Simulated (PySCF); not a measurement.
BiCl3 (SMILES [Cl][Bi]([Cl])[Cl]), singlet, at a GFN2-xTB geometry (such geometries of metal compounds can be far from the true shape) (core potentials on Bi); B3LYP/def2-SVP in PySCF.

Input for PySCF:
```python
from pyscf import gto, scf, dft

mol = gto.M(
    atom='''
Bi   -0.00428098   -0.00067467    0.50283800
Cl   -1.83162453   -0.99302219   -0.83533113
Cl    0.06534181    2.09049123   -0.81504384
Cl    1.78718399   -1.09417508   -0.80465760
''',
    basis='def2-svp',
    ecp={'Bi': 'def2-svp'},
    verbose=3,
)

mf = dft.RKS(mol)
mf.xc = 'b3lyp'
mf.grids.becke_scheme = dft.gen_grid.stratmann
mf.kernel()
mf.analyze()
```

Output, abridged:

```
converged SCF energy = -1595.02951480465
**** MO energy ****
MO #1   energy= -101.49179920512   occ= 2
MO #2   energy= -101.491753319709  occ= 2
MO #3   energy= -101.491752280215  occ= 2
MO #4   energy= -9.44555318496888  occ= 2
MO #5   energy= -9.44552978759648  occ= 2
MO #6   energy= -9.4455288838443   occ= 2
MO #7   energy= -7.21255897297263  occ= 2
MO #8   energy= -7.21254945905495  occ= 2
MO #9   energy= -7.21254853887878  occ= 2
MO #10  energy= -7.20563751285209  occ= 2
MO #11  energy= -7.20563627379334  occ= 2
MO #12  energy= -7.20563530594844  occ= 2
MO #13  energy= -7.20552987121525  occ= 2
MO #14  energy= -7.20552874924155  occ= 2
MO #15  energy= -7.20552759428119  occ= 2
MO #16  energy= -6.06411805565412  occ= 2
MO #17  energy= -3.79666269470604  occ= 2
MO #18  energy= -3.79666265496238  occ= 2
MO #19  energy= -3.79393369019389  occ= 2
MO #20  energy= -1.15264726621778  occ= 2
MO #21  energy= -1.1526471584744   occ= 2
MO #22  energy= -1.14800402421247  occ= 2
MO #23  energy= -1.14800395730617  occ= 2
MO #24  energy= -1.14605395977326  occ= 2
MO #25  energy= -0.828834186783327 occ= 2
MO #26  energy= -0.790272118013917 occ= 2
MO #27  energy= -0.790271600680906 occ= 2
MO #28  energy= -0.624804515202264 occ= 2
MO #29  energy= -0.385443745576235 occ= 2
MO #30  energy= -0.385443261324526 occ= 2
MO #31  energy= -0.364588612626943 occ= 2
MO #32  energy= -0.323521574658501 occ= 2
MO #33  energy= -0.323521382283276 occ= 2
MO #34  energy= -0.307393369025795 occ= 2
MO #35  energy= -0.307392923291632 occ= 2
MO #36  energy= -0.305990811353881 occ= 2
MO #37  energy= -0.304313928486204 occ= 2
MO #38  energy= -0.0880418933534663 occ= 0
MO #39  energy= -0.0880415341096168 occ= 0
MO #40  energy= -0.0810532065270626 occ= 0
MO #41  energy= 0.202024338778049  occ= 0
MO #42  energy= 0.216610743101176  occ= 0
MO #43  energy= 0.21661236888222   occ= 0
MO #44  energy= 0.259633198763876  occ= 0
MO #45  energy= 0.281476967956893  occ= 0
Dipole moment(X, Y, Z, Debye): -0.03874, -0.00612,  4.55289
```
